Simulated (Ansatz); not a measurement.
Harmonic frequencies (cm⁻¹) at PBE0-D4/def2-TZVP from Ansatz: 194, 280, 365, 487, 615, 650, 710, 766, 823, 916, 948, 1039, 1107, 1259, 2264, 2285, 2670, 3142.

Each molecule was computed in one conformer, which needn't be the lowest.

(1) Which molecule is it?
A. `O[SiH]1CS1`
B. `S[SiH]1CO1`
C. `O=C([SiH3])S`
D. `SC1O[SiH2]1`

Results:

(1) D.
